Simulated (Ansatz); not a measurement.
Two isomers of C2H7B2F: A = `BC(B)(C)F`, B = `CBB(C)F`.

Computed with Ansatz on PBE0-D4/def2-TZVP structures; ΔE is electronic, products minus reactants. CBS: MP2 limit from def2 TZ/QZ plus the TZ coupled-cluster correction, frozen cores. DFT in def2-TZVPP. B3LYP here is the variant with VWN-RPA as its local correlation; programs differ in this. One conformer a species, not always the lowest.

Q: Which is lower in electronic energy at CCSD(T)/CBS, and by how much? (Best estimate.)

A: Ansatz gave: B, by 63.1 kcal/mol.

Q: Give E(B) − E(A) in kcal/mol with CCSD/def2-TZVPP, r2SCAN-D4, B3LYP-D4, PBE-D4, CCSD(T)/def2-TZVPP, HF/def2-TZVPP, PBE0-D4. (An estimate is asked.)

A: Computed: CCSD/def2-TZVPP -64.9, r2SCAN-D4 -61.8, B3LYP-D4 -63.9, PBE-D4 -59.5, CCSD(T)/def2-TZVPP -63.2, HF/def2-TZVPP -71.2, PBE0-D4 -61.1. None reverses the order clearly.

Largest T1 diagnostic: 0.012.

The D4 term adds +1.3 kcal/mol with B3LYP and +0.6 kcal/mol with PBE0; it sums over pairs of atoms, weighted by their polarisabilities, and B3LYP, whose exchange is more repulsive, gets the larger term. From PBE to PBE0 (25 % exact exchange), in def2-TZVPP and without D4, E(B) − E(A) moves by −1.5 kcal/mol.
